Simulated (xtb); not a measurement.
xtb input:

```bash
xtb mol.xyz --gfn 2 --sp --chrg -1 --uhf 0
```
mol.xyz:
```
12

Si     0.35007667     0.22805658    -0.38526452
C      1.35411753    -1.33597481    -0.56239999
Cl     1.64278778     1.62301812     0.62240733
N     -1.06468884     0.03125935     0.49459783
Si    -2.38288787    -1.15087169    -0.09607562
H      0.23708359     0.87151900    -1.72316731
H      0.76421254    -2.08496746    -1.09132872
H      2.27646158    -1.14052121    -1.11448017
H      1.60573558    -1.73302755     0.42275639
H     -1.42236351     0.82175016     1.00537007
H     -1.61687022    -2.46309209     0.16518698
H     -1.98417845    -1.14652385    -1.59428473
```

Question: Predict the final energy.

Answer: -16.85989 Eh (GFN2-xTB).

It need not be the lowest isomer of its formula. Whether it binds its extra electron was not tested at this geometry.
